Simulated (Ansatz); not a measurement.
System: HgBr, charge 0, doublet. HgBr (parent SMILES [Br][Hg], doublet).
B3LYP-D3(BJ)/def2-TZVP minimum from Ansatz (a first-principles code):
```xyz
2

Hg     0.0000     0.0000    -0.7963
Br     0.0000     0.0000     1.8201
```
Charge 0, spin multiplicity 2.

Total energies in hartree (Ansatz). UHF or UKS for unpaired electrons; spin-orbit terms are left out. Correlated methods leave the cores frozen (noble-gas shells, and filled d and f shells in the p block). Past Kr the def2 sets carry scalar-relativistic core potentials. Spin-orbit terms, left out, reach several kcal/mol for Br and I, and more for heavier atoms. The UHF reference of BrHg (parent SMILES [Br][Hg], doublet) is spin-contaminated (<S^2> up to 0.03 over the pure value in the sets run). The spin of BrHg (parent SMILES [Br][Hg], doublet) was assumed, and the state is the lowest solution found for it.

```tsv
species	HF/def2-TZVPP	CCSD(T)/def2-TZVPP	HF/def2-QZVPP	CCSD(T)/def2-QZVPP	CCSDT(Q)/def2-TZVPP
1: HgBr (parent SMILES [Br][Hg], doublet)	-2724.97052	-2725.54854	-2725.02060	-2725.64013	-2725.54880
2: Hg (singlet)	-152.55433	-152.96940	-152.55458	-152.99161	-152.96855
3: Br (doublet)	-2572.39810	-2572.55635	-2572.44770	-2572.62201	-2572.55702
```

Question: Work out the atomisation energy (electronic, to ground-state atoms) in kJ/mol: take Hartree-Fock from def2-QZVPP, extrapolate the CCSD(T) correlation energy as X^-3 (X = 3, 4), and add CCSDT(Q) - CCSD(T) in def2-TZVPP. 1 hartree = 2625.5 kJ/mol.

Answer: 
Species 1: correlation (64·(-0.61953) - 27·(-0.57802))/37 = -0.64982; step -0.00026; E1 = -2725.02060 + (-0.64982) + (-0.00026) = -2725.67068
Species 2: correlation (64·(-0.43703) - 27·(-0.41507))/37 = -0.45305; step +0.00085; E2 = -152.55458 + (-0.45305) + (+0.00085) = -153.00678
Species 3: correlation (64·(-0.17431) - 27·(-0.15825))/37 = -0.18603; step -0.00067; E3 = -2572.44770 + (-0.18603) + (-0.00067) = -2572.63440
-1·E1 +1·E2 +1·E3 = 0.02950 hartree = 77.5 kJ/mol.
